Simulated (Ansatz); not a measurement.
Geometry optimisation, RKS B3LYP-D4/def2-TZVP (Ansatz 0.2.0).

Input file:

```yaml
crystal:
  periodic: [false, false, false]
  atoms:
    - { symbol: "N", position_ang: [-0.94142, -1.12846, 0.07058] }
    - { symbol: Ga, position_ang: [0.38192, 0.03041, 0.15022] }
    - { symbol: F, position_ang: [0.40559, 1.74842, -0.55731] }
    - { symbol: H, position_ang: [-1.69343, -0.65734, -0.44857] }
    - { symbol: H, position_ang: [-0.4864, -1.90555, 0.59085] }
total_charge: -1
basis:
  gaussian: { orbitals: def2-TZVP }
hamiltonian:
  xc: b3lyp
  dispersion: d4
relax:
  f_tol: 0.02
  max_steps: 50
```

Launched with:

```bash
$ ansatz run input.yaml --threads 2 --pin off --max-ram 3072MiB --backend cpu --events-out ev --progress --plain --runs-dir out
```

Q: Where does it end, and by what steps?

A: It converged. The force dipped under the threshold on the way, but the program's further checks kept it going. Limits of this set-up: an anion without diffuse functions, the dipole of an ion depends on the origin. After 15 steps the energy has fallen by 2.005 eV; Ga2 moved furthest, 0.47 Å.

| step | energy less start (eV) | largest force component (eV/Å) | accepted |
| --- | --- | --- | --- |
| 0 | 0.0000 | 5.011 | yes |
| 1 | -1.1160 | 2.342 | yes |
| 2 | -1.8739 | 0.862 | yes |
| 3 | -1.9715 | 0.500 | yes |
| 4 | -1.9917 | 0.248 | yes |
| 5 | -1.9983 | 0.104 | yes |
| 6 | -1.9994 | 0.041 | yes |
| 7 | -1.9996 | 0.007 | yes |
| 8 | -1.9999 | 0.056 | yes |
| 9 | -2.0021 | 0.082 | yes |
| 10 | -1.9116 | 1.790 | no |
| 11 | -2.0009 | 0.187 | no |
| 12 | -2.0044 | 0.042 | yes |
| 13 | -2.0049 | 0.110 | yes |
| 14 | -2.0051 | 0.030 | yes |
| 15 | -2.0052 | 0.016 | yes |

```xyz
5
Properties=species:S:1:pos:R:3
N -0.848 -0.942 0.255
Ga 0.823 0.089 0.302
F 0.075 1.558 -0.658
H -1.549 -0.664 -0.425
H -0.833 -1.953 0.332
```

Whether the end is a true minimum wasn't checked by a vibrational analysis.

The run took 35 s on 2 threads of Intel(R) Xeon(R) Platinum 8488C (Sapphire Rapids), with other jobs on the host, peak memory 0.24 GiB.
